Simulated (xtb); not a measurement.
C$_{3}$H$_{7}$Si, doublet, geometry from GFN2-xTB; GFN1-xTB (xtb 6.7.1).

The xtb input:
```
$ xtb mol.xyz --gfn 1 --uhf 1 --json

# file mol.xyz
11

C      0.07166054    -1.07389880     0.75107332
C      1.21647703    -0.21911639     0.17752608
Si    -0.07160241     0.97363099    -0.59501866
C     -1.14255145    -0.50388412    -0.00456330
H     -0.03171157    -0.90288341     1.82284416
H      0.21309311    -2.14337808     0.59131516
H      1.82583574    -0.77478368    -0.53242339
H      1.88638902     0.18932069     0.93237250
H     -0.27982443     2.23653886     0.12751811
H     -1.99632117    -0.27937673     0.63267274
H     -1.48854371    -1.17487564    -0.78825468
```

What the program printed (banner, timings and long lists left out):

```
   ID    Z sym.   atoms
    1    6 C      1, 2, 4
    2   14 Si     3
    3    1 H      5-11

           -------------------------------------------------
          |                Calculation Setup                |
           -------------------------------------------------

molecular fragmentation (1/2 indicates fragments):
11111211211
# atoms in fragment 1/2:     9     2
 fragment masses (1/2) :       69.16        2.02
CMA distance (Bohr)    :   0.778
constraining FC (au)   :  0.0500

           -------------------------------------------------
          |                 G F N 1 - x T B                 |
           -------------------------------------------------

          ...................................................
          :                      SETUP                      :
          :.................................................:
          :  # basis functions                  36          :
          :  # atomic orbitals                  35          :
          :  # shells                           23          :
          :  # electrons                        23          :
          :  # halogen bonds                     0          :
          :  max. iterations                   250          :
          :  Hamiltonian                  GFN1-xTB          :
          :  restarted?                      false          :
          :  GBSA solvation                  false          :
          :  PC potential                    false          :
          :  electronic temp.          300.0000000     K    :
          :  accuracy                    1.0000000          :
          :  -> integral cutoff          0.2500000E+02      :
          :  -> integral neglect         0.1000000E-07      :
          :  -> SCF convergence          0.1000000E-05 Eh   :
          :  -> wf. convergence          0.2000000E-04 e    :
          :  Broyden damping             0.4000000          :
          :  net charge                          0          :
          :  unpaired electrons                  1          :
          ...................................................

 iter      E             dE          RMSdq      gap      omega  full diag
   1    -11.9883666 -0.119884E+02  0.771E+00    3.18       0.0  T
   2    -12.0052629 -0.168963E-01  0.476E+00    3.15       1.0  T
   3    -12.0050852  0.177688E-03  0.341E-01    3.09       1.0  T
   4    -12.0060135 -0.928371E-03  0.896E-02    3.13       1.0  T
   5    -12.0060631 -0.495195E-04  0.987E-03    3.13       3.1  T
   6    -12.0060633 -0.192753E-06  0.324E-03    3.13       9.3  T
   7    -12.0060633 -0.836531E-08  0.135E-03    3.13      22.4  T
   8    -12.0060633 -0.121660E-07  0.106E-04    3.13     283.7  T
   9    -12.0060633 -0.482689E-10  0.180E-05    3.13    1674.8  T

   *** convergence criteria satisfied after 9 iterations ***

         :::::::::::::::::::::::::::::::::::::::::::::::::::::
         ::                     SUMMARY                     ::
         :::::::::::::::::::::::::::::::::::::::::::::::::::::
         :: total energy             -11.857064039894 Eh    ::
         :: gradient norm              0.031447166255 Eh/a0 ::
         :: HOMO-LUMO gap              3.125622475548 eV    ::
         ::.................................................::
         :: SCC energy               -12.006063274510 Eh    ::
         :: -> electrostatic           0.001994640954 Eh    ::
         :: repulsion energy           0.152570594879 Eh    ::
         :: dispersion energy         -0.003571360262 Eh    ::
         :: halogen bond corr.         0.000000000000 Eh    ::
         :: add. restraining           0.000000000000 Eh    ::
         :: total charge               0.000000000000 e     ::
         :::::::::::::::::::::::::::::::::::::::::::::::::::::

           -------------------------------------------------
          |                Property Printout                |
           -------------------------------------------------

[...]
         5        2.0000           -0.5474714             -14.8975
         6        2.0000           -0.5202241             -14.1560
         7        2.0000           -0.5030188             -13.6878
         8        2.0000           -0.4771640             -12.9843
         9        2.0000           -0.4666445             -12.6980
        10        2.0000           -0.4334428             -11.7946
        11        2.0000           -0.4152233             -11.2988
        12        1.0000           -0.3228699              -8.7857 (HOMO)
        13                         -0.2080054              -5.6601 (LUMO)
        14                         -0.1681291              -4.5750
        15                         -0.1293135              -3.5188
        16                         -0.1005769              -2.7368
        17                         -0.0965441              -2.6271
        18                         -0.0927655              -2.5243
        19                         -0.0850095              -2.3132
        20                         -0.0581541              -1.5825
        21                         -0.0418073              -1.1376
        22                         -0.0190580              -0.5186
        23                          0.0007644               0.0208
       ...                                ...                  ...
        35                          1.1922980              32.4441
      -------------------------------------------------------------
                  HL-Gap            0.1148645 Eh            3.1256 eV
             Fermi-level           -0.3172421 Eh           -8.6326 eV

  Mulliken/CM5 charges         n(s)   n(p)   n(d)
     1C    -0.00797 -0.10716   1.019  2.989  0.000
     2C    -0.15101 -0.22229   1.035  3.116  0.000
     3Si    0.17438 -0.00386   1.477  1.905  0.444
     4C    -0.15101 -0.22229   1.035  3.116  0.000
     5H     0.02381  0.07969   0.976  0.000  0.000
     6H     0.02184  0.07634   0.978  0.000  0.000
     7H     0.03658  0.09337   0.963  0.000  0.000
     8H     0.03854  0.09461   0.961  0.000  0.000
     9H    -0.06027  0.02361   1.060  0.000  0.000
    10H     0.03854  0.09461   0.961  0.000  0.000
    11H     0.03658  0.09337   0.963  0.000  0.000

Wiberg/Mayer (AO) data.
largest (>0.10) Wiberg bond orders for each atom

 ---------------------------------------------------------------------------
     #   Z sym  total        # sym  WBO       # sym  WBO       # sym  WBO
 ---------------------------------------------------------------------------
     1   6 C    3.997 --     5 H    0.979     6 H    0.977     2 C    0.968
                             4 C    0.968     3 Si   0.100
     2   6 C    3.958 --     3 Si   1.022     1 C    0.968     8 H    0.950
                             7 H    0.947
     3  14 Si   3.267 --     4 C    1.022     2 C    1.022     9 H    0.944
                             1 C    0.100
     4   6 C    3.958 --     3 Si   1.022     1 C    0.968    10 H    0.950
                            11 H    0.947
     5   1 H    1.007 --     1 C    0.979
     6   1 H    1.009 --     1 C    0.977
     7   1 H    1.010 --     2 C    0.947
     8   1 H    1.002 --     2 C    0.950
     9   1 H    1.013 --     3 Si   0.944
    10   1 H    1.002 --     4 C    0.950
    11   1 H    1.010 --     4 C    0.947
 ---------------------------------------------------------------------------

Topologies differ in total number of bonds
Writing topology from bond orders to xtbtopo.mol

 dipole moment from electron density (au)
     X       Y       Z
   0.0029  -0.1278   0.1621  total (Debye):    0.525

           -------------------------------------------------
          | TOTAL ENERGY              -11.857064039894 Eh   |
          | GRADIENT NORM               0.031447166255 Eh/α |
          | HOMO-LUMO GAP               3.125622475548 eV   |
           -------------------------------------------------

normal termination of xtb
```
